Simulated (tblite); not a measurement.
Species: C8H10P2.
Z-matrix (Å and degrees, GFN2-xTB geometry), rows numbered from 1:
```
C 
C   1  1.5066
P   2  1.7533  1  113.13
C   3  1.7324  2  103.74  1   179.50
C   4  1.3702  3  128.32  2    -0.06
P   5  1.7326  4  128.81  3     0.91
C   2  1.3836  1  118.95  3  -179.46
C   7  1.4932  2  117.65  1    -0.17
C   8  1.5059  7  119.50  2    85.65
C   9  1.4964  8   59.85  7   111.56
H   1  1.0906  2  110.59  3  -114.15
H   1  1.0892  2  110.96  3   126.26
H   1  1.0894  2  110.22  3     5.51
H   4  1.0863  3  114.05  2  -179.81
H   5  1.0864  4  117.52  3  -179.31
H   8  1.0854  7  113.54  2   -56.74
H   9  1.0800  8  118.59 10   108.61
H   9  1.0803  8  117.65 10  -107.64
H  10  1.0794  8  118.15  9  -108.61
H  10  1.0801  8  118.35  9   107.44
```

Calculated harmonic vibrations of the isolated species, GFN2-xTB (tblite), most abundant isotopes, no scaling. Errors from tens to a few hundred cm⁻¹ against measured bands are possible. One conformer, not necessarily the lowest.

Harmonic wavenumbers (cm⁻¹): 50.3, 81.1, 122.3, 177.4, 195.3, 207.9, 298.9, 344.7, 352.6, 364.5, 406.9, 424.7, 539.9, 590.7, 617.6, 727.8, 751.1, 803.1, 832.2, 863.7, 886.5, 917.4, 950.0, 976.6, 1008.0, 1020.0, 1051.4, 1069.5, 1072.6, 1097.7, 1129.0, 1153.0, 1191.0, 1197.9, 1248.4, 1325.1, 1336.3, 1377.0, 1399.7, 1432.4, 1473.1, 1473.9, 1482.6, 1483.6, 2987.5, 2993.0, 3004.4, 3007.9, 3012.0, 3014.6, 3078.1, 3079.9, 3085.8, 3102.7.

A = 1578, B = 868.3, C = 586.2 MHz; mass 168.026 u (most abundant isotopes); point group C1, symmetry number 1.

Problem. Zero-point energy?

Solution. ½Σν̃ = 33936 cm⁻¹ = 97.03 kcal/mol.

Problem. What is S at 273.15 K and 1 bar for an ideal gas of classical rigid rotors and harmonic oscillators?

Solution. Translation 40.86, rotation 30.11, vibration 26.11: S = 97.1 cal/(mol K).

Problem. And Cp and H(273.15 K) − H(0)?

Solution. Cp = 37.95 cal/(mol K), of which vibrations give 30.00 (their classical limit is 54 R = 107.3); H(273.15 K) − H(0) = 6.11 kcal/mol without the zero-point energy, 3.94 from vibrations.

Problem. Which modes carry the vibrational entropy at 273.15 K?

Solution. 50.3 cm⁻¹: 4.63; 81.1 cm⁻¹: 3.69; 122.3 cm⁻¹: 2.90; 177.4 cm⁻¹: 2.19; 195.3 cm⁻¹: 2.02; 207.9 cm⁻¹: 1.90 cal/(mol K); the other 48 give 8.78 together.

Problem. What must be added to the electronic energy to get the Gibbs energy at 273.15 K and 1 bar?

Solution. ZPE + [H(273.15 K) − H(0)] − T·S = 97.03 + 6.11 − 26.52 = 76.62 kcal/mol.

Problem. How do the functions run with temperature in this model?

Solution. 
```json
{"T (K)": "150", "S (cal/(mol K))": "79.0", "Cp (cal/(mol K))": "24.0", "H − H(0) (kcal/mol)": "2.32", "G − H(0) (kcal/mol)": "-9.54", "ln q(vib)": "2.67"}
{"T (K)": "250", "S (cal/(mol K))": "93.8", "Cp (cal/(mol K))": "35.2", "H − H(0) (kcal/mol)": "5.27", "G − H(0) (kcal/mol)": "-18.19", "ln q(vib)": "5.26"}
{"T (K)": "298.15", "S (cal/(mol K))": "100.5", "Cp (cal/(mol K))": "40.9", "H − H(0) (kcal/mol)": "7.10", "G − H(0) (kcal/mol)": "-22.87", "ln q(vib)": "6.54"}
{"T (K)": "400", "S (cal/(mol K))": "114.2", "Cp (cal/(mol K))": "52.3", "H − H(0) (kcal/mol)": "11.86", "G − H(0) (kcal/mol)": "-33.81", "ln q(vib)": "9.30"}
{"T (K)": "600", "S (cal/(mol K))": "138.8", "Cp (cal/(mol K))": "69.3", "H − H(0) (kcal/mol)": "24.14", "G − H(0) (kcal/mol)": "-59.17", "ln q(vib)": "14.76"}
{"T (K)": "900", "S (cal/(mol K))": "170.1", "Cp (cal/(mol K))": "84.7", "H − H(0) (kcal/mol)": "47.46", "G − H(0) (kcal/mol)": "-105.68", "ln q(vib)": "22.61"}
```

q(vib) and H(0) count from the zero-point level.

Problem. Blend soft modes into free rotors: weight 1/[1 + (100 cm⁻¹/ν̃)⁴] for the oscillator and the rest for a rotor with moment μB/(μ + B), μ = h/(8π²ν), B = 10⁻⁴⁴ kg m². What vibrational entropy results?

Solution. 24.43 cal/(mol K) in place of 26.11, which changes −T·S at 273.15 K by +0.46 kcal/mol.

Hindered rotation and anharmonicity are outside this model. Other conformers, if any are populated, would add a mixing term that is left out. The structure is chiral; the term R ln 2 for an equal mix with its mirror image is left out.
